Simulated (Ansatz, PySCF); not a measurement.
Molecule: C2H3O, net charge -1, singlet state. It need not be the lowest isomer of its formula. Whether it binds its extra electron was not tested at this geometry. 
Structure (B3LYP-D3(BJ)/def2-TZVP (Ansatz, a first-principles code) minimum search):
```
C
C 1 1.3528
H 2 1.0872 1 119.85
H 2 1.1003 3 116.40 1 180.00
O 1 1.4537 2 110.02 3 180.00
H 5 0.9570 1 102.51 2 180.00
```
Charge -1, spin multiplicity 1.

Total electronic energies in hartree. Correlated levels leave the core frozen unless marked. Spin-orbit coupling is left out. Non-relativistic. CBS(X,Y): correlation extrapolated as X^-3; Hartree-Fock from the larger set. [CCSD(T)-MP2]/basis is that difference in the basis named.

| level | program | energy (Eh) |
|---|---|---|
| HF/cc-pwCVTZ | Ansatz | -152.28961 |
| HF/cc-pVQZ | Ansatz | -152.30448 |
| BLYP-D4/def2-TZVPD | Ansatz + dftd4 | -153.19738 |
| revPBE/def2-TZVPD | Ansatz | ? |
| TPSS-D3(BJ)/def2-TZVPD | PySCF + dftd3 | -153.25423 |
| B3LYP-D3(BJ)/def2-TZVPD | Ansatz + dftd3 | -153.24116 |
| B3LYP/def2-TZVPD | Ansatz | -153.23678 |
| PBE0/def2-TZVPD | Ansatz | -153.04803 |
| r2SCANh-D4/def2-TZVPD | Ansatz + dftd4 | -153.13128 |
| CAM-B3LYP-D3(BJ)/def2-TZVPD | Ansatz + dftd3 | -153.16423 |
| CCSD/6-31G* | Ansatz | -152.66499 |
| CCSD/cc-pVDZ | Ansatz | -152.71818 |
| CCSD/aug-cc-pVTZ | Ansatz | -152.90847 |
| CCSD/cc-pwCVTZ | Ansatz | -152.89175 |
| RI-MP2/CBS(aug-cc-pVTZ,aug-cc-pVQZ)+[CCSD(T)-MP2]/aug-cc-pVTZ | Ansatz | -153.0068 |

Problem. Fill in the missing entries.

Solution. 
- revPBE/def2-TZVPD, energy (Eh): -153.18753
